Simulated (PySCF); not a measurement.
Nuclear quadrupole coupling in `CC#C[Si@]([SiH3])(C#N)CC`

C6H11NSi2.
Geometry (GFN2-xTB, Å), atoms numbered from 1 in this order:
```
atom  x, y, z in Å
C1     3.3247    1.4750    0.9350
C2     2.1431    0.9061    0.3308
C3     1.1571    0.4369   -0.1822
Si4   -0.3887   -0.2993   -0.8819
Si5   -0.5197   -2.6149   -0.7647
C6    -0.3648    0.2604   -2.6741
N7    -0.3560    0.5471   -3.7838
C8    -1.8605    0.6258   -0.0796
C9    -1.9393    0.3540    1.4177
H10    4.2134    1.1508    0.3942
H11    3.2703    2.5631    0.9053
H12    3.4033    1.1518    1.9731
H13   -1.7755   -3.1094   -1.3369
H14   -0.4671   -3.0693    0.6286
H15    0.5871   -3.2489   -1.4810
H16   -1.7636    1.7011   -0.2423
H17   -2.7973    0.3239   -0.5530
H18   -2.0803   -0.7082    1.6127
H19   -1.0213    0.6705    1.9096
H20   -2.7699    0.8942    1.8694
```

Field gradients from the PBE0/pcSseg-1 density (PySCF, non-relativistic), principal values in atomic units, ordered |Vxx| ≤ |Vyy| ≤ |Vzz|:

| atom | Vxx | Vyy | Vzz |
| --- | --- | --- | --- |
| N7 | 0.5680 | 0.5709 | -1.1389 |

Q: Find the asymmetry η = (Vxx − Vyy)/Vzz and the couplings χ = eQV/h (234.96 MHz × Q in barn × V in au), with Q(14N) = 0.02044 b.

A: 
```json
{"atom": "N7", "environment": "cyano nitrogen", "nucleus": "14N", "η": "0.00", "χzz (MHz)": "-5.47", "χxx (MHz)": "2.73", "χyy (MHz)": "2.74"}
```

The gradient is axial or nearly so (η below 0.05) at N7. The tensor is traceless: Vxx + Vyy + Vzz = 0.

Q: What is Vzz at N7 in SI units (1 au = 9.71736 × 10²¹ V/m²)?

A: -1.1389 au = -11.067 × 10²¹ V/m².

Q: What couplings would deuterons (Q(2H) = 0.00286 b) have in place of the hydrogens, at this geometry?

A: 
| atom | bonded to | bond length (Å) | Vzz (au) | η | χzz (kHz) |
| --- | --- | --- | --- | --- | --- |
| H10 | C1 | 1.090 | 0.3075 | 0.03 | 207 |
| H11 | C1 | 1.090 | 0.3073 | 0.03 | 206 |
| H12 | C1 | 1.090 | 0.3072 | 0.03 | 206 |
| H13 | Si5 | 1.466 | 0.1617 | 0.01 | 109 |
| H14 | Si5 | 1.466 | 0.1617 | 0.01 | 109 |
| H15 | Si5 | 1.463 | 0.1640 | 0.00 | 110 |
| H16 | C8 | 1.092 | 0.3086 | 0.02 | 207 |
| H17 | C8 | 1.092 | 0.3086 | 0.01 | 207 |
| H18 | C9 | 1.089 | 0.3116 | 0.03 | 209 |
| H19 | C9 | 1.089 | 0.3097 | 0.02 | 208 |
| H20 | C9 | 1.089 | 0.3130 | 0.02 | 210 |

One conformer (not necessarily the lowest) at the GFN2-xTB geometry, without solvent, vibrations or thermal averaging. GFN2-xTB frequencies show an imaginary mode (25i cm⁻¹), so this geometry is no minimum at that level. GFN2-xTB bond lengths can be off by several hundredths of an ångström, more for odd bonds, and the gradients follow them. With so small a basis the couplings can be 20 % off.
